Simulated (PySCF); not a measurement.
Al(H)(F)(OH) (AlFH2O), SMILES [OH][AlH][F]. Atoms are numbered in the order given.

```xyz
5

Al    -0.4486    -0.0395     0.0000
H     -2.0173    -0.1337     0.0000
F      0.4694    -1.4310     0.0000
O      0.2960     1.4902     0.0000
H      1.2564     1.6049     0.0000
```

Geometry optimised at PBE-D3(BJ)/def2-TZVP. Other conformers were not sampled.

All values below come from B3LYP/pcJ-1 (PySCF).

Isotropic couplings with Fermi-contact, spin-dipole and both spin-orbit terms, one fixed conformer, no vibrational averaging. Isotopes: 19F, 1H.

Problem. Estimate the spin–spin coupling constants. (The exact figures need the calculation; the answer reports its results.)

Solution. 
| pair | bonds apart | J (Hz) |
|---|---|---|
| H2–F3 | 2 | 95.0 |
| H2–H5 | 3 | 6.7 |
| F3–H5 | 3 | -5.3 |
